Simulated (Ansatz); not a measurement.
`CC1CB1F` → `B/C=C/CF`  (isomerisation)

Program: Ansatz. Geometries: PBE0-D4/def2-TZVP. ΔE: electronic, gas phase. CCSD(T)/CBS is the MP2 limit (def2-TZVPP, def2-QZVPP) plus CCSD(T) − MP2 in def2-TZVPP, frozen cores. One conformer a species, not always the lowest.

| level | ΔE (kJ/mol) |
| --- | --- |
| MP2/def2-TZVPP | 153.9 |
| SCS-MP2/def2-QZVPP | 141.2 |

Problem. What does CCSD(T)/CBS give? (Estimate.)

Solution. The calculation gave: +141.4 kJ/mol. The listed levels differ from it by 12.5, -0.2 kJ/mol.

Largest T1 diagnostic among the species: 0.011.

In def2-TZVPP, CCSD(T) changes the Hartree–Fock value by +26.4 kJ/mol (the triples alone add −0.4 kJ/mol) and MP2 by +41.1 kJ/mol. From PBE to PBE0 (25 % exact exchange), in def2-TZVPP and without D4, ΔE moves by +4.8 kJ/mol.
